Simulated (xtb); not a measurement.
C2H8ClNSi2, SMILES C[Si@H](Cl)/C=N/[SiH3]. All values are semi-empirical tight-binding results from xtb (GFN2-xTB unless named), good for trends rather than for accurate numbers. Geometry optimised at GFN2-xTB. The structure was generated by enumeration; whether it is a known compound was not checked. One conformer was computed; it need not be the lowest.

Optimised geometry:

```xyz
14

C      1.4036    -0.3036    -1.8254
Si     1.0813     0.7095    -0.2585
Cl     2.4135     0.2267     1.1942
C     -0.6430     0.2932     0.4416
N     -1.5290    -0.2228    -0.2804
Si    -3.1485    -0.7547    -0.0579
H      0.6050    -0.1498    -2.5440
H      2.3418    -0.0294    -2.3000
H      1.4429    -1.3676    -1.6042
H      1.1810     2.1533    -0.4873
H     -0.8272     0.5139     1.5058
H     -3.7430    -0.6017     1.2765
H     -3.8792     0.0490    -1.0349
H     -3.0700    -2.1680    -0.4172
```

orbital gap: 2.08 eV
dipole moment: 1.21 D
zero-point energy: 56.4 kcal/mol
G − E(el) at 298.15 K (modified RRHO): 33.3 kcal/mol
static polarisability (D4 model): 102.4 bohr³
solvation energy, GFN2-xTB/ALPB(water): -0.9 kcal/mol
solvation energy, GFN2-xTB/ALPB(chcl3): -5.8 kcal/mol

Computed atomic charges and the Wiberg bond orders between heavy atoms:
charges (e) C1 -0.20, Si2 0.50, Cl3 -0.25, C4 -0.01, N5 -0.30, Si6 0.46, H7 0.05, H8 0.04, H9 0.06, H10 -0.05, H11 0.00, H12 -0.11, H13 -0.10, H14 -0.10. Bond orders C1–Si2 0.93, Si2–Cl3 1.08, Si2–C4 0.84, C4–N5 1.98, N5–Si6 1.10.
